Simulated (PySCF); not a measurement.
Compound: C₂H₇F₃GeSi.
Cartesian coordinates in Å at the PBE0-D3(BJ)/def2-SVP level; atoms count from 1:
```
atom  x, y, z in Å
F1    -1.830    0.260    1.745
C2    -1.954    0.386    0.414
F3    -1.601    1.643    0.103
F4    -3.254    0.256    0.122
Ge5   -0.815   -0.948   -0.541
C6     0.993   -0.793    0.168
Si7    1.874    0.851   -0.112
H8    -0.889   -0.607   -2.037
H9    -1.424   -2.331   -0.261
H10    1.594   -1.599   -0.285
H11    0.946   -0.999    1.251
H12    3.298    0.743    0.331
H13    1.212    1.942    0.659
H14    1.852    1.201   -1.566
```

Computed, not measured: PySCF 2.14.0, PBE0-D3(BJ)/def2-SVP geometry optimisation, gas phase.

Masses are those of the commonest isotopes; rigid-rotor values at the optimised geometry. The values belong to one conformer with, in the numbering `[F:1][C:2]([F:3])([F:4])[GeH2:5][CH2:6][SiH3:7]`, C2–Ge5–C6–Si7 -64°.

(1) What are A, B and C (cm⁻¹)?

(2) What kind of rotor is it?

(3) Is it planar, by Δ = Ic − Ia − Ib?

(4) List the rotational levels J(Ka,Kc) to J = 2 (MHz).

(5) Which lines would a microwave search look for?

Results:

(1) Ia = 248.57, Ib = 506.17, Ic = 632.86 u·Å²; 505379 MHz·u·Å²/I gives 2033, 998.4 and 798.6 MHz, that is A = 0.06782, B = 0.03330, C = 0.02664 cm⁻¹.

(2) An asymmetric top. Ray's parameter κ = (2B − A − C)/(A − C) = -0.676; −1 is the prolate and +1 the oblate limit.

(3) Not planar: Δ = Ic − Ia − Ib = -121.88 u·Å². For a rigid frame Δ = −2 Σ m c², so Σ m c² = 60.94 u·Å² lies off the ab plane: 9.40 from hydrogen and 51.54 from heavier atoms. The atom farthest from that plane is 1.74 Å away.

(4) Above 0(0,0):
J = 1: 1(0,1) 1797, 1(1,1) 2832, 1(1,0) 3032
J = 2: 2(0,2) 5365, 2(1,2) 6226, 2(1,1) 6825, 2(2,1) 9929, 2(2,0) 9956

(5) The dipole components are |μa| = 1.51 D, |μb| = 1.77 D, |μc| = 0.45 D. The squared components, which scale the intensities, stand as 0.72 : 1.00 : 0.07 (a : b : c). Some lines, for components of 0.1 D or more:

```json
{"type": "c", "branch": "Q", "J(Ka,Kc)": "4(1,4) ← 4(0,4)", "MHz": "441", "lower level (cm⁻¹)": "0.587"}
{"type": "b", "branch": "Q", "J(Ka,Kc)": "1(1,0) ← 1(0,1)", "MHz": "1235", "lower level (cm⁻¹)": "0.060"}
{"type": "b", "branch": "Q", "J(Ka,Kc)": "2(1,1) ← 2(0,2)", "MHz": "1461", "lower level (cm⁻¹)": "0.179"}
{"type": "b", "branch": "Q", "J(Ka,Kc)": "4(1,3) ← 4(0,4)", "MHz": "2424", "lower level (cm⁻¹)": "0.587"}
{"type": "b", "branch": "R", "J(Ka,Kc)": "1(1,1) ← 0(0,0)", "MHz": "2832", "lower level (cm⁻¹)": "0.000"}
{"type": "c", "branch": "R", "J(Ka,Kc)": "1(1,0) ← 0(0,0)", "MHz": "3032", "lower level (cm⁻¹)": "0.000"}
{"type": "a", "branch": "R", "J(Ka,Kc)": "2(0,2) ← 1(0,1)", "MHz": "3568", "lower level (cm⁻¹)": "0.060"}
{"type": "b", "branch": "Q", "J(Ka,Kc)": "3(2,2) ← 3(1,3)", "MHz": "4019", "lower level (cm⁻¹)": "0.377"}
{"type": "c", "branch": "R", "J(Ka,Kc)": "2(1,1) ← 1(0,1)", "MHz": "5028", "lower level (cm⁻¹)": "0.060"}
{"type": "a", "branch": "R", "J(Ka,Kc)": "3(2,2) ← 2(2,1)", "MHz": "5391", "lower level (cm⁻¹)": "0.331"}
{"type": "c", "branch": "Q", "J(Ka,Kc)": "3(3,1) ← 3(2,1)", "MHz": "5560", "lower level (cm⁻¹)": "0.515"}
{"type": "b", "branch": "R", "J(Ka,Kc)": "2(2,1) ← 1(1,0)", "MHz": "6898", "lower level (cm⁻¹)": "0.101"}
{"type": "a", "branch": "R", "J(Ka,Kc)": "4(0,4) ← 3(0,3)", "MHz": "6949", "lower level (cm⁻¹)": "0.355"}
{"type": "c", "branch": "Q", "J(Ka,Kc)": "4(4,1) ← 4(3,1)", "MHz": "7886", "lower level (cm⁻¹)": "0.943"}
{"type": "c", "branch": "R", "J(Ka,Kc)": "3(2,2) ← 2(1,2)", "MHz": "9095", "lower level (cm⁻¹)": "0.208"}
{"type": "b", "branch": "R", "J(Ka,Kc)": "3(2,1) ← 2(1,2)", "MHz": "9223", "lower level (cm⁻¹)": "0.208"}
{"type": "c", "branch": "R", "J(Ka,Kc)": "4(2,2) ← 3(1,2)", "MHz": "10357", "lower level (cm⁻¹)": "0.417"}
{"type": "c", "branch": "R", "J(Ka,Kc)": "4(3,1) ← 3(2,1)", "MHz": "12810", "lower level (cm⁻¹)": "0.515"}
```

No PBE0-D3(BJ)/def2-SVP frequencies stand behind this structure, so it isn't proved a minimum. These are rigid-rotor constants of the computed structure; measured ground-state constants (B0) also hold zero-point vibration. A rigid rotor knows nothing of internal rotation, which can split or shift real lines.

Hardware: one thread, Arm Neoverse N1 (aarch64), on a shared host. Cost: 4.0 min, 0.65 GiB resident at most. That covers the optimisation of the geometry.
